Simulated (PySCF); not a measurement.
**Shieldings and the share of exact exchange**

Molecule: SMILES CNBP, CH$_{7}$BNP.

Numbering as in the mapped SMILES `[CH3:1][NH:2][BH:3][PH2:4]`. Hydrogens are named by the atom that carries them.

GIAO shieldings (ppm, equivalent atoms averaged) in PySCF on the PBE0-D3(BJ)/def2-SVP geometry, basis pcSseg-2, gas phase, non-relativistic:

| functional | exact exchange (%) | σ(C1) | σ(N2) | σ(B3) |
| --- | --- | --- | --- | --- |
| BLYP | 0 | 133.3 | 116.3 | 44.9 |
| BP86 | 0 | 137.6 | 120.7 | 48.6 |
| PBE | 0 | 137.9 | 119.9 | 47.8 |
| B3LYP | 20 | 138.7 | 124.9 | 48.1 |
| PBE0 | 25 | 143.9 | 130.2 | 51.7 |
| BHandHLYP | 50 | 145.3 | 136.8 | 53.3 |
| HF | 100 | 155.0 | 155.7 | 64.3 |

Task: Fit each shielding as a line in the percentage of exact exchange.

Result: σ(C1) = 136.5 + 0.19 x (rms 1.8 ppm); σ(N2) = 119.0 + 0.37 x (rms 1.6 ppm); σ(B3) = 46.6 + 0.17 x (rms 1.5 ppm). The functionals also differ in their semilocal parts, which the line can't hold; Hartree–Fock has no correlation at all.

Task: What does the line predict for mPW1PW91 (25 %), and what does the run give?

Result: σ(C1): 141.2 predicted, 143.3 computed; σ(N2): 128.2 predicted, 130.1 computed; σ(B3): 50.9 predicted, 51.6 computed ppm.
